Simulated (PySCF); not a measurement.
silyl(silyloxy)silane (H₈OSi₃), SMILES [SiH3]O[SiH2][SiH3].

Coordinates come from a PBE-D3(BJ)/def2-SVP optimisation. Other conformers were not sampled.

The numbers are results of PBE-D3(BJ)/def2-SVP (PySCF), not measurements.

Frequencies are harmonic and unscaled.

**Question.** Estimate the vibrational spectrum. (Estimate from the structure and the level; the computed values follow.)

**Answer.** 
| mode | ν (cm⁻¹) | IR (km/mol) | moving atoms (share of kinetic energy) |
|---|---|---|---|
| 1 | 29 | 1.1 | O 42 %, H 33 %, Si 25 % |
| 2 | 56 | 0.1 | H 81 %, Si 17 % |
| 3 | 79 | 0.6 | Si 50 %, H 30 %, O 20 % |
| 4 | 122 | 0.1 | H 93 % |
| 5 | 171 | 5.8 | O 43 %, Si 33 %, H 24 % |
| 6 | 337 | 16.2 | H 96 % |
| 7 | 395 | 3.1 | Si 73 %, H 24 % |
| 8 | 493 | 18.1 | H 65 %, Si 30 % |
| 9 | 585 | 0.6 | H 55 %, Si 40 % |
| 10 | 593 | 2.3 | Si 47 %, H 40 %, O 13 % |
| 11 | 697 | 29.3 | H 85 %, Si 9 % |
| 12 | 706 | 20.1 | H 83 %, Si 10 % |
| 13 | 720 | 26.9 | H 91 % |
| 14 | 790 | 498.3 | H 86 %, Si 12 % |
| 15 | 862 | 54.6 | H 85 %, Si 13 % |
| 16 | 898 | 25.6 | H 97 % |
| 17 | 899 | 15.3 | H 97 % |
| 18 | 909 | 60.8 | H 96 % |
| 19 | 914 | 218.5 | H 95 % |
| 20 | 918 | 113.2 | H 96 % |
| 21 | 965 | 198.8 | H 85 %, Si 13 % |
| 22 | 1048 | 303.4 | O 75 %, Si 16 %, H 10 % |
| 23 | 2138 | 99.0 | H 97 % |
| 24 | 2146 | 17.5 | H 98 % |
| 25 | 2149 | 94.1 | H 97 % |
| 26 | 2160 | 2.8 | H 96 % |
| 27 | 2163 | 139.0 | H 96 % |
| 28 | 2166 | 95.4 | H 97 % |
| 29 | 2168 | 173.0 | H 96 % |
| 30 | 2190 | 123.5 | H 96 % |
